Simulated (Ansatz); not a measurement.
C2H5Br3Ge⁺, that is GeEtBr3 with one electron fewer. The state is a doublet with charge 1. Geometry PBE-D4/def2-SVP, that of the neutral singlet; atoms count from 1.

```xyz
11

Ge    0.259   -1.204   -0.736
C    -0.056    0.705   -0.385
C    -0.275    1.008    1.096
H    -0.931    0.975   -1.012
H     0.830    1.226   -0.804
H    -0.448    2.093    1.245
H    -1.156    0.468    1.497
H     0.605    0.720    1.705
Br   -1.552   -2.470   -0.008
Br    2.153   -1.930    0.407
Br    0.570   -1.591   -3.006
```

(1) Estimate the Mulliken populations from the PBE0/def2-TZVP orbitals of Ansatz.

(2) Where does the spin sit?

(3) And the Mayer bond orders between heavy atoms (over 0.3)?

## Answers

(1) 
```tsv
atom	charge (e)	spin (α − β)
Ge1	0.65	-0.04
C2	-0.23	0.15
C3	-0.37	0.02
H4	0.20	0.00
H5	0.20	0.01
H6	0.20	0.03
H7	0.17	0.00
H8	0.17	0.00
Br9	0.01	0.29
Br10	-0.01	0.25
Br11	0.02	0.29
```
Mulliken values depend strongly on the basis.

(2) Summed by element: Ge -0.04, C 0.17, H 0.04, Br 0.83, of 1 unpaired in all. Largest on single atoms: Br9 0.29, Br11 0.29, Br10 0.25.

(3) Ge1–C2 0.77 (1.97 Å); Ge1–Br9 1.03 (2.33 Å); Ge1–Br10 1.04 (2.33 Å); Ge1–Br11 1.04 (2.32 Å); C2–C3 1.01 (1.53 Å).
